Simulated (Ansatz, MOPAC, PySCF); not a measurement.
Bond stretch in BBe (anion, charge -1), lowest triplet found (which spin is the ground state isn't settled by this scan).

- UKS-B3LYP/3-21G = unrestricted B3LYP/3-21G (PySCF 2.14.0)
- PM6, unrestricted, heats of formation (MOPAC)
- UKS-LDA (SVWN5)/6-31G* = unrestricted LDA (SVWN5)/6-31G*, spherical d run with PySCF
- FCI = full CI/aug-cc-pVDZ, frozen core run with Ansatz (a first-principles code)

Energies relative to the lowest point of each curve between 1.50 and 2.26 Å, where full CI is lowest, in kcal/mol; the last columns give the difference from FCI:

```json
[
 {"R / Å": "1.30", "UKS-B3LYP/3-21G": "78.6", "PM6": "44.7", "UKS-LDA (SVWN5)/6-31G*": "76.5", "FCI": "85.8", "UKS-B3LYP/3-21G − FCI": "-7.2", "PM6 − FCI": "-41.1", "UKS-LDA (SVWN5)/6-31G* − FCI": "-9.4"},
 {"R / Å": "1.39", "UKS-B3LYP/3-21G": "46.0", "PM6": "26.5", "UKS-LDA (SVWN5)/6-31G*": "44.8", "FCI": "52.2", "UKS-B3LYP/3-21G − FCI": "-6.2", "PM6 − FCI": "-25.7", "UKS-LDA (SVWN5)/6-31G* − FCI": "-7.4"},
 {"R / Å": "1.50", "UKS-B3LYP/3-21G": "21.0", "PM6": "11.7", "UKS-LDA (SVWN5)/6-31G*": "20.5", "FCI": "25.8", "UKS-B3LYP/3-21G − FCI": "-4.7", "PM6 − FCI": "-14.0", "UKS-LDA (SVWN5)/6-31G* − FCI": "-5.3"},
 {"R / Å": "1.57", "UKS-B3LYP/3-21G": "11.3", "PM6": "5.9", "UKS-LDA (SVWN5)/6-31G*": "11.0", "FCI": "15.1", "UKS-B3LYP/3-21G − FCI": "-3.7", "PM6 − FCI": "-9.2", "UKS-LDA (SVWN5)/6-31G* − FCI": "-4.1"},
 {"R / Å": "1.65", "UKS-B3LYP/3-21G": "4.5", "PM6": "1.8", "UKS-LDA (SVWN5)/6-31G*": "4.3", "FCI": "7.1", "UKS-B3LYP/3-21G − FCI": "-2.6", "PM6 − FCI": "-5.3", "UKS-LDA (SVWN5)/6-31G* − FCI": "-2.8"},
 {"R / Å": "1.73", "UKS-B3LYP/3-21G": "1.1", "PM6": "0.2", "UKS-LDA (SVWN5)/6-31G*": "1.0", "FCI": "2.5", "UKS-B3LYP/3-21G − FCI": "-1.4", "PM6 − FCI": "-2.4", "UKS-LDA (SVWN5)/6-31G* − FCI": "-1.5"},
 {"R / Å": "1.76", "UKS-B3LYP/3-21G": "0.4", "PM6": "0.0", "UKS-LDA (SVWN5)/6-31G*": "0.4", "FCI": "1.5", "UKS-B3LYP/3-21G − FCI": "-1.0", "PM6 − FCI": "-1.5", "UKS-LDA (SVWN5)/6-31G* − FCI": "-1.1"},
 {"R / Å": "1.81", "UKS-B3LYP/3-21G": "0.0", "PM6": "0.2", "UKS-LDA (SVWN5)/6-31G*": "0.0", "FCI": "0.4", "UKS-B3LYP/3-21G − FCI": "-0.4", "PM6 − FCI": "-0.2", "UKS-LDA (SVWN5)/6-31G* − FCI": "-0.4"},
 {"R / Å": "1.86", "UKS-B3LYP/3-21G": "0.2", "PM6": "1.0", "UKS-LDA (SVWN5)/6-31G*": "0.3", "FCI": "0.0", "UKS-B3LYP/3-21G − FCI": "0.2", "PM6 − FCI": "1.0", "UKS-LDA (SVWN5)/6-31G* − FCI": "0.3"},
 {"R / Å": "1.94", "UKS-B3LYP/3-21G": "1.6", "PM6": "2.9", "UKS-LDA (SVWN5)/6-31G*": "1.8", "FCI": "0.5", "UKS-B3LYP/3-21G − FCI": "1.1", "PM6 − FCI": "2.4", "UKS-LDA (SVWN5)/6-31G* − FCI": "1.3"},
 {"R / Å": "2.02", "UKS-B3LYP/3-21G": "3.8", "PM6": "5.4", "UKS-LDA (SVWN5)/6-31G*": "4.2", "FCI": "2.0", "UKS-B3LYP/3-21G − FCI": "1.9", "PM6 − FCI": "3.4", "UKS-LDA (SVWN5)/6-31G* − FCI": "2.3"},
 {"R / Å": "2.15", "UKS-B3LYP/3-21G": "8.4", "PM6": "9.2", "UKS-LDA (SVWN5)/6-31G*": "9.3", "FCI": "5.6", "UKS-B3LYP/3-21G − FCI": "2.8", "PM6 − FCI": "3.7", "UKS-LDA (SVWN5)/6-31G* − FCI": "3.7"},
 {"R / Å": "2.26", "UKS-B3LYP/3-21G": "12.5", "PM6": "11.1", "UKS-LDA (SVWN5)/6-31G*": "14.1", "FCI": "9.2", "UKS-B3LYP/3-21G − FCI": "3.3", "PM6 − FCI": "1.9", "UKS-LDA (SVWN5)/6-31G* − FCI": "4.9"}
]
```

UKS-B3LYP/3-21G is furthest from FCI at 1.30 (-7.2 kcal/mol, below); its mean absolute difference over the points is 2.8 kcal/mol.

PM6 is furthest from FCI at 1.30 (-41.1 kcal/mol, below); its mean absolute difference over the points is 8.6 kcal/mol.

UKS-LDA (SVWN5)/6-31G* is furthest from FCI at 1.30 (-9.4 kcal/mol, below); its mean absolute difference over the points is 3.4 kcal/mol.

The scan ran from 1.30 to 6.06 Å; beyond the distances shown full CI changes its symmetry label. The unrestricted determinant behind UKS-B3LYP/3-21G is spin-contaminated at 1.30 to 2.26 Å (<S²> up to 2.8, against 2.00 for a pure triplet). Where the anion isn't bound against loss of the electron, the finite basis alone holds it. The unrestricted determinant behind UKS-LDA (SVWN5)/6-31G* is spin-contaminated at 1.30 to 2.15 Å (<S²> up to 2.7, against 2.00 for a pure triplet). Also computed but left out beside FCI, since their determinant holds another spin at the minimum (<S²> over 0.7 above the pure value): UHF, UMP2, UCCSD, UCCSD(T), UCCSDT, UCCSDT(Q).
